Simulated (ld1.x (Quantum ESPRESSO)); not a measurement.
**Scattering properties, PAW potential for erbium (Er)**

| Quantity | Value |
| --- | --- |
| Element | Er (Z = 68) |
| Generator | ld1.x (Quantum ESPRESSO) 7.5 |
| Type | PAW |
| Functional | PBE |
| Relativity | scalar-relativistic |
| Frozen core | [Kr] 4d10 |
| Valence charge | 22 |
| Reference configuration | 4f12 5s2 5p6 5d0 6s1 6p0 (charge +1) |
| Partial waves | 5s (bound): rcut 2.10, rcutus 2.45 bohr; 6s (bound): rcut 2.10, rcutus 2.45 bohr; 5p (bound): rcut 2.75, rcutus 3.15 bohr; 6p (bound, empty): rcut 2.75, rcutus 3.15 bohr; 5d (bound, empty): rcut 2.70, rcutus 3.20 bohr; 5d channel at 4.65 Ry: rcut 2.70, rcutus 3.20 bohr; 4f (bound): rcut 1.10, rcutus 1.25 bohr; 4f channel at -0.15 Ry: rcut 1.10, rcutus 1.25 bohr |
| Local potential | all-electron potential smoothed inside 2.20 bohr (lloc = -1) |
| Core correction | Bessel-smoothed model core, default radius (core density twice the valence density) |
| Augmentation charge | BESSEL, radius 0.85 bohr |

The phase is arctan(r·u′/u) with u = r·R(r), unwrapped; energies in Ry, scanned from -6 to 5 Ry. A pole is an energy at which the radial function vanishes at the test radius. The pseudo phase is shifted by a multiple of π to meet the all-electron one at the reference energy, and phase errors are pseudo minus all-electron; the curves can meet again beyond the range given. Levels narrower than the energy grid can be missing from the lists of poles.

```csv
channel,radius (bohr),reference energy (Ry),"poles, all-electron","poles, pseudo",unbroken range about the reference energy with phases within 0.05 rad,phase error 1 Ry above the reference energy (rad)
s,3.49,-0.67,"-4.29, 0.50","-4.29, 0.51",below 2.3,+0.001
p,3.49,-0.40,"-2.40, 1.49","-2.40, 1.29",below 1.7,-0.017
d,3.49,-0.49,"-0.12, 3.33","-0.12, 3.35",below 1.0,+0.011
f,3.49,-0.71,"-0.70, 2.06","-0.70, 2.07",below 3.6,-0.000
```

Phases in the f channel:

```tsv
E (Ry)	all-electron	pseudo
-6.00	1.455	1.455
-5.74	1.452	1.452
-5.48	1.450	1.450
-5.22	1.447	1.447
-4.96	1.444	1.444
-4.70	1.440	1.440
-4.44	1.437	1.437
-4.18	1.433	1.433
-3.92	1.428	1.428
-3.66	1.423	1.423
-3.40	1.418	1.418
-3.14	1.412	1.412
-2.88	1.406	1.406
-2.62	1.398	1.398
-2.36	1.389	1.389
-2.10	1.379	1.379
-1.84	1.367	1.367
-1.58	1.353	1.353
-1.32	1.334	1.334
-1.06	1.308	1.308
-0.80	1.242	1.242
-0.54	-1.861	-1.861
-0.28	-1.928	-1.928
-0.02	-2.018	-2.018
0.24	-2.179	-2.179
0.50	-2.554	-2.554
0.76	-3.426	-3.426
1.02	-4.148	-4.148
1.28	-4.435	-4.435
1.54	-4.571	-4.571
1.80	-4.653	-4.652
2.06	-4.712	-4.711
2.32	-4.762	-4.761
2.58	-4.811	-4.809
2.84	-4.867	-4.864
3.10	-4.947	-4.939
3.36	-5.087	-5.068
3.62	-5.441	-5.373
3.88	-6.535	-6.335
4.14	-7.323	-7.246
4.40	-7.563	-7.529
4.66	-7.668	-7.647
4.92	-7.729	-7.713
```
